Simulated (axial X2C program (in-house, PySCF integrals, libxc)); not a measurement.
# How long does GeP⁻ take?

A bond scan computed with an in-house all-electron X2C program for linear molecules (integrals from PySCF). Basis: Ge dyall-acv3z [10s10p8d5f1g], P dyall-av3z [9s8p3d2f] (cores contracted in-house).

Input:
```json
{"zs": [32, 15], "q": -1, "bas": ["dyall-acv3z", "dyall-av3z"], "levels": ["PBE0", "HF", "PBEsol"], "cc": true, "r0": 2.13, "thr": -1.0, "nmax": 90, "npts": 10, "nst": 2, "ntry": 6}
```
```bash
python so2c.py task.json out
```

Keys: zs atomic numbers; q charge; bas basis sets; levels methods; cc coupled cluster on or off; r0 starting distance in Å; thr threshold in hartree for freezing inner shells (an s shell follows its p shell); nmax most natural virtual spinors; npts points on the curve; nst determinants followed; ntry starts of the search. HF also brings MP2.

Hardware: 1 thread of Arm Neoverse V1, with other jobs on the host.

Wall time of one point of each curve, integrals apart:

```json
{"Hamiltonian": "spin-free", "level": "PBE0", "points": "10", "seconds a point": "0.72"}
{"Hamiltonian": "spin-free", "level": "HF", "points": "10", "seconds a point": "0.34"}
{"Hamiltonian": "spin-free", "level": "CCSD(T) (10 electrons, 88 virtuals)", "points": "7", "seconds a point": "3.1"}
{"Hamiltonian": "spin-free", "level": "PBEsol", "points": "10", "seconds a point": "0.52"}
{"Hamiltonian": "2c", "level": "PBE0", "points": "10", "seconds a point": "0.92"}
{"Hamiltonian": "2c", "level": "HF", "points": "10", "seconds a point": "0.63"}
{"Hamiltonian": "2c", "level": "CCSD(T) (10 electrons, 90 virtuals)", "points": "7", "seconds a point": "4"}
{"Hamiltonian": "2c", "level": "PBEsol", "points": "10", "seconds a point": "0.56"}
```

The rest:

Search with its distance optimisation 31 s, atoms 24 s, whole task 160 s. Coupled cluster runs on the points near the minimum only. The program drops outer points, and coupled cluster, when its time limit (not in the input) nears; MP2, further determinants and curves that did not converge are not in the table.
